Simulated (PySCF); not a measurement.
Compound: C7H4ClFO.
InChI=1S/C7H4ClFO/c8-7(10)5-3-1-2-4-6(5)9/h1-4H

Torsions of this conformer, `[O:1]=[C:2]([Cl:3])[c:4]1[cH:5][cH:6][cH:7][cH:8][c:9]1[F:10]`: O1–C2–C4–C5 -27°.

The closed-shell ground state was solved at several levels (PySCF, density fitting, gas phase, non-relativistic). One conformer (not necessarily the lowest) at the PBE0-D3(BJ)/def2-TZVP geometry, without solvent, vibrations or thermal averaging.

| level | basis functions | total energy (Eh) | HOMO (eV) | LUMO (eV) | gap (eV) | dipole (D) |
| --- | --- | --- | --- | --- | --- | --- |
| wB97X-D/pcSseg-2 | 423 | -904.4546 | -9.63 | -0.46 | 9.17 | 4.20 |
| KT3/pcSseg-2 | 423 | -914.3098 | -6.83 | -3.00 | 3.83 | 4.09 |
| B97-2/pcSseg-2 | 423 | -904.4889 | -7.64 | -2.23 | 5.41 | 4.20 |

(1) What might PBE0/pcSseg-2 (423 basis functions) give for the same quantities?

(2) Over all these levels, which gives the widest orbital gap and which the narrowest?

(3) In the pcSseg-2 basis, how does the gap go with the fixed share of exact exchange?

(4) How far do the dipole and the HOMO energy spread over the levels?

Results:

(1) Total energy -903.9673 Eh, HOMO -7.89 eV, LUMO -2.20 eV, gap 5.69 eV, dipole 4.19 D.

(2) wB97X-D/pcSseg-2 (range-separated hybrid) has the widest, 9.17 eV, and KT3/pcSseg-2 (GGA) the narrowest, 3.83 eV. From the narrowest to the widest the HOMO moves by -2.80 eV and the LUMO by +2.54 eV.

(3) KT3 (0 %) 3.83 eV; B97-2 (21 %) 5.41 eV; PBE0 (25 %) 5.69 eV. Each rise in the share widens the gap here.

(4) The dipole runs from 4.09 to 4.20 D (mean 4.17 D) and the HOMO from -9.63 to -6.83 eV.

Note: wB97X-D ran without an empirical dispersion term, which enters the total energy and its gradient alone.
